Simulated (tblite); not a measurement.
OSn, charge -1, doublet, geometry from GFN2-xTB (such geometries of metal compounds can be far from the true shape) (a state made from the parent by changing its charge; the spin is typed, not shown lowest); GFN1-xTB (tblite).

Here is a job for tblite.
```
$ tblite run mol.xyz --method gfn1 --charge -1 --spin 1 --grad --json tblite.json --no-restart

# file mol.xyz
2

Sn    -0.00000000    -0.00000000    -0.26680008
O      0.00000000     0.00000000     1.66750052
```

Q: What does tblite print? Leave out banner, timings and long lists.

A: 
```
xTB calculator
 | screened Coulomb repulsion
 | Coulomb electrostatics
 |  * isotropic Klopman-Ohno-Mataga-Nishimoto electrostatics
 |  * onsite third-order electrostatics
 | DFT-D3(BJ) dispersion correction

halogen bonding energy    0.0000000000000E+00 Eh
repulsion energy          3.7392198084630E-03 Eh
dispersion energy        -2.4362077658065E-04 Eh
number of electrons       1.1000000000000E+01 e
integral cutoff           2.8182813135037E+01 bohr

------------------------------------------------------------
  cycle        total energy    energy error   density error
------------------------------------------------------------
      1     -7.161194018853  -7.1646896E+00   6.7873036E-01
      2     -7.259453817763  -9.8259799E-02   2.6859242E-01
      3     -7.293545844838  -3.4092027E-02   2.3095195E-01
      4     -7.295925526461  -2.3796816E-03   1.2160179E-01
      5     -7.304733983538  -8.8084571E-03   1.9952190E-02
      6     -7.304888012550  -1.5402901E-04   1.0311490E-02
      7     -7.304942340360  -5.4327810E-05   7.7031134E-04
      8     -7.304942653893  -3.1353208E-07   7.5910660E-05
      9     -7.304942656626  -2.7335263E-09   1.3343235E-05
------------------------------------------------------------

electronic energy        -7.3084382556580E+00 Eh
total energy             -7.3049426566261E+00 Eh

Post processing:
 | Mayer-Wiberg bond orders

[Info] Tight-binding results written to 'tblite.txt'
[Info] JSON dump of results written to 'tblite.json'
```
